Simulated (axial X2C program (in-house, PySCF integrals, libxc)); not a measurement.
**Low determinants of WF at the PBE0 level, two-component**

Calculated with an in-house relativistic program for diatomic molecules. Two-component (2c) means X2C with spin–orbit coupling and atomic mean-field two-electron Coulomb and Gaunt terms. Basis: W dyall-cv3z [13s14p9d7f4g], F dyall-av3z [7s6p3d2f] (cores contracted in-house); Gaussian nuclei, density fitting, unrestricted open shells. Masses: W 183.951 u, F 18.998 u.

Search at 1.891 Å (vertical energies from the lowest determinant):

```tsv
ΔE (eV)	state	electrons beyond evenly filled partner blocks	electrons in ±ω = 1/2, 3/2, 5/2, 7/2
0.00	Ω = 5/2	ω = 5/2	48 24 9 2
0.75	Ω = 1/2	ω = -1/2, ω = -3/2, ω = 5/2	49 23 9 2
0.92	Ω = 1/2	ω = 1/2	49 24 8 2
1.05	Ω = 3/2	ω = 1/2, ω = -3/2, ω = 5/2	49 23 9 2
1.32	Ω = 7/2	2 × ω = 1/2, ω = 5/2	48 24 9 2
1.52	Ω = 7/2	ω = -1/2, ω = 3/2, ω = 5/2	49 23 9 2
1.64	Ω = 3/2	ω = 3/2	48 25 8 2
```

Lowest determinant, Ω = 5/2 (⟨Sz⟩ = 2.47, ⟨Lz⟩ = 0.03 at PBE0): Re = 1.884 Å, ωe = 644.9 cm⁻¹.

The determinant in row 2 of the search, Ω = 1/2 (⟨Sz⟩ = 1.46, ⟨Lz⟩ = -0.96 at PBE0), was followed along the bond at PBE0; measured from the minimum of the lowest determinant it gives:

Te = 0.656 eV (5291 cm⁻¹), Re = 1.809 Å, ωe = 725.7 cm⁻¹.

(1) Compare the bond of the determinant in row 2 with that of the lowest one.

The search compares states at one distance, so a state with another bond length can lie lower; it is not exhaustive and yields mostly the lowest determinant of each block pattern, so other components and higher states of one pattern are missing. These are energies of single determinants, not of spin-adapted states; PBE0 term energies can be off by some tenths of an eV, and the functional has no current term. The lowest determinant need not be the ground state where others lie within half an eV.

Answers

(1) At PBE0 its Re is 0.075 Å shorter and its force constant, which goes as ωe², is 1.27 times that of the lowest determinant. T0 ≈ Te + Δωe/2 = 5291 + (40) = 5331 cm⁻¹.
